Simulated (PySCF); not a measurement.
# Trend along the fifth-period p block: MSn molecules

PBE0 with double-zeta basis sets in PySCF, for the lowest determinant that a PBE0 search found; no spin–orbit coupling. De refers to high-spin ground-configuration atoms. A positive dipole means M(−)Sn(+).

```tsv
M	basis	state (unpaired electrons)	Re (Å)	ωe (cm⁻¹)	De (eV)	μ (D)
In	def2-SVP	quartet (σ ↑, π ↑↑)	2.850	148	2.02	-1.68
Sn	def2-SVP	triplet (π ↑↑)	2.761	196	2.37	n/a
Sb	def2-SVP	doublet (π ↑)	2.634	228	2.28	1.28
Te	def2-SVP	singlet (closed shell)	2.533	269	3.97	2.45
I	def2-SVP	doublet (π ↑)	2.735	197	3.03	2.42
```

The shortest bond is that of SnTe (2.533 Å), the longest that of InSn (2.850 Å). SnTe is bound most strongly (3.97 eV) and InSn least (2.02 eV).

The state changes along the series, so neighbouring rows are not always alike in their bonding.

These are scalar-relativistic numbers at best; spin–orbit coupling would shift them, the dissociation energy most. States were picked by a PBE0 search and need not be the measured ground states.
